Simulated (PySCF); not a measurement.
# Electronic absorption of 1,5,5-trimethylcyclopentadiene

Compound: 1,5,5-trimethylcyclopentadiene, C8H12.
Bonds: C1–C2, C2–C3 (double), C3–C4, C4–C5 (double), C5–C6, C6–C7, C6–C8, C2–C6. Hydrogens: H9, H10, H11 on C1; H12 on C3; H13 on C4; H14 on C5; H15, H16, H17 on C7; H18, H19, H20 on C8.

Level of theory: TDDFT PBE0/def2-SVPD, vertical, gas phase, core orbitals frozen in the response (PySCF 2.14.0, density-fitted response routines). Isolated species at its PBE0-D3(BJ)/def2-SVP geometry, gas phase.

| state | λ (nm) | E (eV) | f | \|μ\| (D) | symmetry | main configurations (H = HOMO, L = LUMO) |
| --- | --- | --- | --- | --- | --- | --- |
| S1 | 255.8 | 4.85 | 0.091 | 2.23 | A′ | H→L (98%) |
| S2 | 217.7 | 5.69 | 0.0027 | 0.36 | A″ | H→L+1 (98%) |
| S3 | 194.4 | 6.38 | 0.0023 | 0.31 | A″ | H→L+2 (68%), H→L+3 (30%) |
| S4 | 191.1 | 6.49 | 0.0030 | 0.35 | A″ | H→L+3 (68%), H→L+2 (30%) |
| S5 | 189.4 | 6.55 | 0.0028 | 0.34 | A′ | H→L+4 (44%), H-1→L (41%), H→L+5 (14%) |
| S6 | 179.8 | 6.89 | 0.0020 | 0.28 | A″ | H-2→L (94%) |

The lowest singlet lies at 4.85 eV (256 nm, ultraviolet) and is of moderate strength; its leading configuration is HOMO→LUMO (98%). The lowest level is also the most intense of those listed (f = 0.091). Löwdin shares by element: HOMO carbon 81% or more (atoms not listed hold the other 19%); LUMO carbon 72% or more (atoms not listed hold the other 28%). Of the 6 states listed, 1 reaches f = 0.01 and none stays under 0.0005. Orbital energies (eV): HOMO-3 -9.17, HOMO-2 -8.96, HOMO-1 -8.44, HOMO -6.01, LUMO -0.45, LUMO+1 0.69, LUMO+2 1.41. The oscillator strengths of these states sum to 0.104; summed over the whole spectrum of an exact calculation they would give the number of electrons, 60 (Thomas–Reiche–Kuhn). No computed singlet lies in the visible range (380 to 750 nm); the lowest, at 256 nm, stands 1.58 eV above its violet end (3.26 eV). Symmetry labels in Cs follow from the direction of the transition dipole and are given only for states with f of 0.002 or more. Singlets were solved by full linear response.
